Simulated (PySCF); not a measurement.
**Polarisability and C₆ of Cu⁺ (copper, charge +1)**

[Ar] 3d10, closed-shell 1S. Computed with PySCF 2.14 in aug-cc-pwCVTZ-DK with one added diffuse shell each of s, p, d, f, g type (11s10p8d5f4g, 152 functions), with scalar relativity by spin-free X2C-1e. Coupled (time-dependent) response in atomic units; α is the mean over directions.

```csv
method,mean α (bohr³),C₆ (like pair),S(−4)
PBE0,7.225,24.32,41.75
```

S(−4) is the Cauchy moment in α(ω) = α(0) + S(−4) ω² + …

α(iu) at PBE0:

```csv
u (hartree),α(iu) (bohr³)
0,7.225
0.0500,7.123
0.100,6.843
0.200,6.005
0.300,5.148
0.500,3.878
0.750,2.916
1.00,2.310
1.50,1.593
2.00,1.184
3.00,0.7432
5.00,0.3820
```

A single London oscillator, α(iu) = α/(1 + u²/ω²), gives C₆ = (3/4) ω α². Matching the computed C₆ needs ω = 4 × 24.32 / (3 × 7.225²) = 0.621 hartree.

For an ion, C₆ is the dispersion term alone; charge-induced terms of lower order in 1/R come first.
